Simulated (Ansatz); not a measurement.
Species: sum formula SiNH₅ (charge 0, singlet). SMILES: N[SiH3]
Coordinates optimised at B3LYP-D3(BJ)/def2-TZVP (Ansatz, a first-principles code):
```xyz
7

Si    -0.5698    -0.0218     0.0815
N      1.1270     0.0592    -0.2111
H     -1.1332     1.3310    -0.1334
H     -1.1511    -0.9874    -0.8795
H     -0.9726    -0.4582     1.4471
H      1.6789     0.7924     0.2058
H      1.6667    -0.7871    -0.3025
```
Charge 0, spin multiplicity 1.

Wanted: atomisation energy (electronic, to ground-state atoms); the coupled-cluster value holds the core correlation from cc-pwCVTZ, in kcal/mol. Valence correlation only, unless marked. Open shells are spin-unrestricted. No spin-orbit coupling. Non-relativistic. CBS marks a two-point X^-3 extrapolation of the correlation energy; Hartree-Fock from the larger set (for Q and 5 zeta extrapolated as (X+1)exp(-9√X)).

Level to compare with: CCSD(T)/CBS(cc-pV(Q+d)Z,cc-pV(5+d)Z) plus the core term (Ansatz), 518.7 kcal/mol. It is a level with limits of its own, and the differences hold the functionals' basis error too.

Problem. Rank these functionals by how close they come to CCSD(T)/CBS(cc-pV(Q+d)Z,cc-pV(5+d)Z), closest first: BLYP/def2-TZVPD (Ansatz); r2SCANh/def2-TZVPD (Ansatz); PBE0/def2-TZVPD (Ansatz); wB97X-V/def2-TZVPD (Ansatz).

Solution. wB97X-V/def2-TZVPD (range-separated hybrid with VV10, 520.8 kcal/mol, difference 2.1), BLYP/def2-TZVPD (GGA, 511.9 kcal/mol, difference -6.8), r2SCANh/def2-TZVPD (hybrid meta-GGA, 509.9 kcal/mol, difference -8.8), PBE0/def2-TZVPD (global hybrid, 507.9 kcal/mol, difference -10.8)
